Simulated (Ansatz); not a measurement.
Saddle point of Si$_{2}$H$_{4}$Cl$_{2}$OF$_{2}$, closed shell (Si₂H₃ClOF₂ ([F][Si]([F])([Cl])[O][SiH3]) + HCl → SiCl₂F₂ ([F][Si]([F])([Cl])[Cl]) + SiH₄O ([OH][SiH3]); bonds formed: Si1–Cl8, O2–H7; bonds broken: Si1–O2, H7–Cl8), PBE0-D4/def2-TZVP structure:

```tsv
atom	x (Å)	y (Å)	z (Å)
Si1	-0.4615	0.5220	1.2079
O2	0.2228	0.2455	-0.3563
Si3	0.2656	-1.1481	-1.3494
F4	-1.0520	-0.9744	1.2628
F5	-1.8055	1.3356	1.2812
Cl6	0.7415	0.4956	2.8262
H7	0.6140	1.2843	-0.4736
Cl8	0.6002	2.6560	0.4280
H9	1.0455	-0.7015	-2.5221
H10	-1.1221	-1.4983	-1.7057
H11	0.9514	-2.2166	-0.5991
```

Energies are electronic, without zero-point energy. Barriers and step energies count from the start structure reached by relaxing down the imaginary mode; all methods use the PBE0-D4 structures, on which another method's saddle can fall below an end. Program: Ansatz 0.2.0. Basis: def2-TZVPP, with def2-QZVPP for the basis limit. Cores are frozen in the correlated methods. B3LYP uses VWN-RPA correlation. Extrapolation: Hartree–Fock as exp(−7.88 √X), correlation as X^−2.97.

```
      method  barrier (kcal/mol)  step energy (kcal/mol)
       SPW92               13.48                    7.60
      PBE-D4               22.12                    6.40
     BLYP-D4               27.04                    8.52
   r2SCAN-D4               24.41                    7.77
      B97M-V               29.07                    7.73
     PBE0-D4               25.05                    7.38
    B3LYP-D4                   ?                    9.19
  r2SCAN0-D4               26.32                    8.39
    BHLYP-D4               32.09                   10.26
CAM-B3LYP-D4               29.14                    9.99
     wB97X-V                   ?                    8.10
     wB97M-V               26.60                    7.81
      B2PLYP               30.01                    9.64
    PBE-QIDH               27.37                    8.63
  RPA on PBE                   ?                   10.38
          HF               43.43                   12.07
         MP2               28.46                    9.21
        CCSD               33.09                   10.69
     CCSD(T)               30.63                   10.17
```

Task: Fill in the withheld barriers. (An estimate is asked for; the value comes from the calculation.)

Result: The calculation gives: wB97X-V 28.00; B3LYP-D4 28.87; RPA on PBE 31.41 kcal/mol. Each is the energy of the saddle less that of the start structure, by the same method.

For comparison, the barrier by CCSD(T) at an estimated basis limit (MP2 extrapolated from triple and quadruple zeta, plus CCSD(T) − MP2 in triple zeta) is 28.81 kcal/mol.

The T1 diagnostic stays at or below 0.012.

Hydrogen chloride, the by-product of chloride precursors, can attack films and sites by steps of this kind. Here a small cluster stands in for the surface site.

Labels in which every atom is bracketed show which atoms are joined, not bond orders.

For scale, one of the runs: CCSD(T)/def2-TZVPP, 317 basis functions, launched by `ansatz run in.yaml --threads 4 --pin off --events-out ev --progress --plain --max-ram 66560MiB --backend cuda --devices 0, --max-vram 37GiB`. The run took 8 s on 4 CPU threads of an AMD EPYC 7R13 and a share of one NVIDIA H100 (shared host), with 0.84 GiB of host memory at its peak.
